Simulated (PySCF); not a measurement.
**Atomic charges against the basis set**

Species: MeHSiClSBu, C₅H₁₃ClSSi.
SMILES with atom numbers: `[CH3:1][CH2:2][CH2:3][CH2:4][S:5][Si@H:6]([CH3:7])[Cl:8]` (hydrogens: H9, H10, H11 on C1; H12, H13 on C2; H14, H15 on C3; H16, H17 on C4; H18 on Si6; H19, H20, H21 on C7)

Structure used (PBE0-D3(BJ)/def2-SVP), in Å, numbered top down from 1:
```
atom  x, y, z in Å
C1    -3.4132    0.5015    0.2831
C2    -2.3973   -0.6293    0.2838
C3    -1.0501   -0.2184   -0.2975
C4    -0.0391   -1.3490   -0.2723
S5     1.5791   -0.9575   -1.0383
Si6    2.2986    0.5894    0.2387
C7     4.1286    0.7545   -0.0525
Cl8    1.9276    0.0674    2.2237
H9    -3.0559    1.3578    0.8773
H10   -3.6032    0.8667   -0.7389
H11   -4.3766    0.1809    0.7071
H12   -2.7942   -1.4878   -0.2863
H13   -2.2484   -0.9951    1.3149
H14   -1.1742    0.1383   -1.3341
H15   -0.6586    0.6387    0.2781
H16   -0.4036   -2.2151   -0.8461
H17    0.1493   -1.6904    0.7571
H18    1.5911    1.8857    0.0442
H19    4.6378   -0.1965    0.1612
H20    4.5495    1.5372    0.5965
H21    4.3233    1.0289   -1.1012
```

PBE0 throughout (PySCF), one geometry, spherical d and f functions. One conformer (not necessarily the lowest) at the PBE0-D3(BJ)/def2-SVP geometry, without solvent, vibrations or thermal averaging. The first 7 of 17 kinds of atom are listed.

Mulliken charges (e):

| basis | functions | C1 | C2 | C3 | C4 | S5 | Si6 | C7 |
| --- | --- | --- | --- | --- | --- | --- | --- | --- |
| STO-3G | 65 | -0.231 | -0.138 | -0.144 | -0.220 | -0.020 | +0.645 | -0.399 |
| pcSseg-0 | 110 | -0.628 | -0.522 | -0.454 | -0.748 | -0.170 | +0.925 | -1.171 |
| 6-31G | 110 | -0.492 | -0.315 | -0.303 | -0.619 | -0.045 | +0.650 | -0.820 |
| 6-31G* | 150 | -0.525 | -0.322 | -0.323 | -0.516 | -0.111 | +0.551 | -0.768 |
| cc-pVDZ | 189 | -0.075 | -0.112 | -0.065 | -0.159 | -0.168 | +0.377 | -0.253 |
| def2-SVP | 189 | -0.067 | -0.114 | -0.055 | -0.158 | -0.244 | +0.556 | -0.334 |
| aug-cc-pVDZ | 313 | +0.451 | +0.642 | +0.622 | +0.217 | -0.058 | +0.767 | +0.429 |
| 6-311+G(2d,p) | 318 | -0.681 | -0.170 | -0.127 | -0.224 | -0.245 | +0.516 | -0.734 |

IAO charges (e):

| basis | functions | C1 | C2 | C3 | C4 | S5 | Si6 | C7 |
| --- | --- | --- | --- | --- | --- | --- | --- | --- |
| STO-3G | 65 | -0.391 | -0.251 | -0.255 | -0.340 | -0.031 | +0.706 | -0.638 |
| pcSseg-0 | 110 | -0.420 | -0.260 | -0.260 | -0.334 | -0.170 | +0.707 | -0.715 |
| 6-31G | 110 | -0.428 | -0.253 | -0.256 | -0.330 | -0.171 | +0.705 | -0.710 |
| 6-31G* | 150 | -0.408 | -0.241 | -0.244 | -0.318 | -0.186 | +0.838 | -0.718 |
| cc-pVDZ | 189 | -0.407 | -0.240 | -0.243 | -0.315 | -0.184 | +0.841 | -0.715 |
| def2-SVP | 189 | -0.397 | -0.235 | -0.238 | -0.310 | -0.185 | +0.850 | -0.710 |
| aug-cc-pVDZ | 313 | -0.418 | -0.246 | -0.249 | -0.318 | -0.190 | +0.849 | -0.727 |
| 6-311+G(2d,p) | 318 | -0.420 | -0.248 | -0.251 | -0.324 | -0.188 | +0.870 | -0.738 |

**Question.** Which scheme is steadiest as the basis changes?

**Answer.** Largest range over the bases for any column: IAO 0.17 e, Mulliken 1.60 e. IAO charges move least and Mulliken charges most, counted in e. Without the minimal STO-3G basis the ranges are IAO 0.17, Mulliken 1.60 e.

**Question.** How much do the charges still move between the two largest bases, aug-cc-pVDZ and 6-311+G(2d,p)?

**Answer.** At most, over all atoms: Mulliken 1.162 e, IAO 0.021 e.

**Question.** What do the same runs give for the total energy, the frontier levels and the dipole moment?

**Answer.** 
| basis | energy (Eh) | HOMO (eV) | LUMO (eV) | μ (D) |
| --- | --- | --- | --- | --- |
| STO-3G | -1330.6397 | -3.81 | 4.32 | 2.17 |
| pcSseg-0 | -1343.8908 | -7.29 | -0.04 | 1.49 |
| 6-31G | -1345.4942 | -7.05 | 0.06 | 1.49 |
| 6-31G* | -1345.6237 | -6.95 | 0.15 | 1.05 |
| cc-pVDZ | -1345.6962 | -6.92 | 0.25 | 0.90 |
| def2-SVP | -1345.1852 | -6.94 | 0.31 | 0.82 |
| aug-cc-pVDZ | -1345.7152 | -7.02 | -0.27 | 0.92 |
| 6-311+G(2d,p) | -1345.7760 | -7.02 | -0.27 | 0.89 |

The dipole is fixed by the density alone, so its range of 1.35 D shows that the density itself changes with the basis, not only its division among atoms.
